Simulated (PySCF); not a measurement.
## Excitation energy of Mn⁺ by level of theory

Mn⁺ [Ar] 3d5 4s1 (7S) → Mn⁺ [Ar] 3d6 (5D), as a difference of total energies. All numbers are calculated (PySCF 2.14, no relativity, point nucleus, in def2-TZVPPD (6s6p4d2f1g, 67 functions)). Correlated levels: valence: [Ar] frozen. The calculations carry no spin-orbit coupling.

```
           method  excitation energy (eV)
              UHF                   3.227
    MP2 (valence)                   1.826
SCS-MP2 (valence)                   1.392
   CCSD (valence)                   1.939
CCSD(T) (valence)                   1.871
```

Q: How much does correlation contribute at CCSD(T) (valence)?

A: 1.871 − (3.227) = -1.356 eV, measured against UHF.

These non-relativistic numbers lack the scalar-relativistic shift.

Errors of the correlated levels include the incompleteness of this basis and the frozen core.

For comparison: 1.808 eV (measured; NIST levels, between the centres of gravity of the two terms).
